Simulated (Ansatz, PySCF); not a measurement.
Spin states of H2O2Zr (SMILES [OH][Zr][OH]), each relaxed with B3LYP-D3(BJ)/def2-TZVP.
State 1 (charge 0, multiplicity 3):
```xyz
5

Zr     0.00226    -0.52435    -0.09786
O      1.35378     0.15947    -1.32991
H      1.94398     0.71799    -1.83235
O     -1.37072    -0.33233     1.27699
H     -1.98317     0.00888     1.92601
```
State 2 (charge 0, multiplicity 1):
```xyz
5

Zr    -0.03681    -0.98617    -0.23855
O      1.29100     0.08199    -1.08191
H      1.74982     0.90284    -1.26002
O     -1.31931    -0.32629     1.00043
H     -1.73857     0.35728     1.52294
```

Singlets are restricted, other states unrestricted; no spin–orbit coupling, no relativity up to Kr; see below for the cores. The largest T1 diagnostic is 0.021.

Run with Ansatz (a quantum-chemistry and plane-wave program); PySCF for the dispersion terms. Each number belongs to the level named beside it. In def2 rows elements past Kr take small-core potentials, without spin–orbit coupling.

Q: One of these levels gives 2.71 kcal/mol for the energy of the multiplicity-1 state less that of the multiplicity-3 state. Which one is it?
A. PBE-D4/def2-TZVPP
B. B3LYP-D4/def2-TZVPP
C. PBE0/def2-TZVPP
D. BLYP-D3(BJ)/def2-TZVPP

A: A, PBE-D4/def2-TZVPP. The others give 0.78 (BLYP-D3(BJ)/def2-TZVPP), 3.62 (B3LYP-D4/def2-TZVPP), 7.01 (PBE0/def2-TZVPP)
